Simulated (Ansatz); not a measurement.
A nudged elastic band was laid between two geometries of GeH4 + H (6 atoms, charge 0, multiplicity 2).

These are results of Ansatz, UKS B3LYP/def2-SVP, not measurements.

```
movable images  : 5
climbing image  : yes
spring          : 5.0 eV/Å²
optimiser       : quadratic models (default)
start path      : through a guess of the saddle point
force threshold : 0.05 eV/Å
iteration limit : 60
end points      : relaxed
```

Initial state:

```xyz
6
Properties=species:S:1:pos:R:3
Ge 0.000 0.000 -0.215
H 0.000 0.000 1.326
H 1.453 0.000 -0.727
H -0.726 1.258 -0.727
H -0.726 -1.258 -0.727
H 0.000 0.000 4.081
```

Final state:

```xyz
6
Properties=species:S:1:pos:R:3
Ge 0.001 0.000 -0.619
H 0.000 0.000 3.086
H 1.471 0.000 -1.101
H -0.735 1.274 -1.101
H -0.735 -1.274 -1.101
H 0.000 0.000 3.848
```

(1) What changes between the two ends?

(2) What energy profile does the band end with?

(3) What is the geometry of the highest image?

The band took 6 iterations and about 60 core-seconds.

Results:

(1) Bonds broken: Ge1–H2. Bonds formed: H2–H6. GeH4 + H becomes GeH3 + H2.

(2) It converged. The highest image is number 1 of 0 to 6, 0.1 kcal/mol above the first end and 19.3 kcal/mol above the last; the last end lies 19.1 kcal/mol below the first. The top lies less than 8 meV above the higher end, about what the thresholds resolve: that end is a shoulder or a very shallow well. A vibrational analysis at the climbing image gives no mode beyond 40i cm⁻¹: the surface is too flat there to confirm a saddle point.

| image | path coordinate (Å) | energy (kcal/mol) | Ge1–H2 (Å) | H2–H6 (Å) |
| --- | --- | --- | --- | --- |
| 0 | 0.00 | 0.0 | 1.54 | 2.75 |
| 1 | 0.63 | 0.1 | 1.55 | 2.06 |
| 2 | 1.19 | -0.1 | 1.60 | 1.41 |
| 3 | 1.75 | -15.2 | 2.26 | 0.79 |
| 4 | 2.31 | -18.1 | 2.74 | 0.77 |
| 5 | 2.88 | -19.0 | 3.22 | 0.76 |
| 6 | 3.44 | -19.1 | 3.71 | 0.76 |

(3) 
```xyz
6
Properties=species:S:1:pos:R:3
Ge 0.000 0.000 -0.102
H -0.001 0.000 1.444
H 1.454 0.000 -0.612
H -0.726 1.258 -0.613
H -0.726 -1.258 -0.613
H 0.001 0.000 3.508
```

Time of the run: 64 s on 1 thread of Arm Neoverse V1, with other jobs on the host, peak memory 0.14 GiB.
